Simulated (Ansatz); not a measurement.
Job for Ansatz (a first-principles code): U-CCSD(T)/def2-QZVPP on AlP+, 2S+1 = 4, a spin state set in the input, which need not be the lowest, a point of a bond scan (R = 2.469 Å). Charge +1. Files ending in .json are basis or fitting sets from the Basis Set Exchange.

Ansatz 0.2 input:
```yaml
crystal:
  periodic: [false, false, false]
  atoms:
    - {symbol: Al, position_ang: [0.00000000, 0.00000000, 0.00000000]}
    - {symbol: P, position_ang: [0.00000000, 0.00000000, 2.46923700]}
basis:
  gaussian:
    orbitals: def2-QZVPP.json
    pivot_positions_ang: [[0.00000000, 0.00000000, 0.00000000], [0.00000000, 0.00000000, 2.46923700]]
total_charge: 1
magnetization: {spin_polarized: true, initial_magnetization: 3}
correlation: {method: ccsd_t, electrons: valence}
output: {orbitals: {seedname: ./end}}
```

### Question
What total energy does the run end on?

### Answer
-582.5639 hartree (reference determinant -582.3986, T1 diagnostic 0.025).

### Question
How many basis functions does it have, and what does it roughly cost on one machine?

### Answer
140 functions; roughly 40 core-seconds.
